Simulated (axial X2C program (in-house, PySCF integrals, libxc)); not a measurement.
**CoF⁺: cheaper levels and CCSD(T), 2c**

Computed with an in-house relativistic program for diatomic molecules. Two-component (2c) means X2C with spin–orbit coupling and atomic mean-field two-electron Coulomb and Gaunt terms. Basis: Co dyall-cv3z [9s10p6d3f2g], F dyall-av3z [7s6p3d2f] (cores contracted in-house); Gaussian nuclei, density fitting, unrestricted open shells. Masses: Co 58.933 u, F 18.998 u.

State: Ω = 9/2 (⟨Sz⟩ = 1.50, ⟨Lz⟩ = 3.00 at HF); fragments Co+ + F.

| level | Re (Å) | ωe (cm⁻¹) |
| --- | --- | --- |
| PBE0 | 1.688 | 785.4 |
| HF | 1.721 | 786.9 |
| MP2 | 1.703 | 773.7 |
| CCSD | 1.700 | 786.6 |
| BP86 | 1.700 | 730.3 |

Correlated methods: 15 electrons correlated (number of frozen shells: Co 3 s, 2 p; F 1 s), 249 virtual spin orbitals or spinors in MP2, 90 natural virtuals in coupled cluster.

CCSD(T), same Hamiltonian and basis:

Re = 1.700 Å, ωe = 780.5 cm⁻¹; T1 = 0.023 (Lee–Taylor normalisation).

Task: Give the differences from CCSD(T) in the columns below.

Result: 

```
level  ΔRe (Å)  Δωe (cm⁻¹)
 PBE0   -0.012           5
   HF    0.021           6
  MP2    0.003          -7
 CCSD    0.000           6
 BP86    0.000         -50
```

The state is a single determinant with fixed occupations, the lowest that a limited PBE0 search found. De is not given where an atomic determinant may have missed its ground term or J level, or where the truncated virtual space spoils (T). Density functionals use the spin component along the axis (collinear). Coupled cluster ran in a truncated set of natural virtual spinors; the MP2 energy of the rest was added. (T) has no such correction and the atoms are truncated less, which lowers De at CCSD(T) by a hundredth of an eV or more. PBE0 can misorder states that lie within some tenths of an eV, so this need not be the ground state of the molecule. The nearest other 2c determinant of the search, Ω = 7/2, lies 0.18 eV up at the distance of the search. Without a current term, density functionals place determinants with orbital angular momentum somewhat too high. With several unpaired electrons one determinant need not be a pure state. At some level and bond length an empty orbital lies below a filled one.
